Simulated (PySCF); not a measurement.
## Energy of Nd²⁺ (neodymium, charge +2) between two integer charges

The 4f alpha orbital of [Xe] 4f4 is emptied in steps (occupation f), with all orbitals relaxed, ending at [Xe] 4f3. Calculation: PySCF 2.14, in def2-TZVP with the def2 core potential (28 electrons); a scalar-relativistic core potential. The exact energy is a straight line in f; departures are measured from the line between the end points of the same method.

```tsv
f	MN15 (eV)
1	0.000
0.75	-0.868
0.5	-1.176
0.25	-0.895
0	0.000
```

```
method  E(f=0) − E(f=1) (eV)  −ε at f=1 (eV)  −ε at f=0.5 (eV)
  MN15                23.639          19.082            23.569
```

Orbital energy along the path (eV):

```tsv
f	MN15
1	-19.082
0.75	-21.269
0.5	-23.569
0.25	-25.976
0	-28.471
```

Reference removal energy between the ground levels: 22.09 ± 0.04 eV (semi-empirical (NIST evaluation); NIST Atomic Spectra Database, ionization energies). The calculation has no spin-orbit coupling. The determinant left behind need not be the lowest term of the ion.
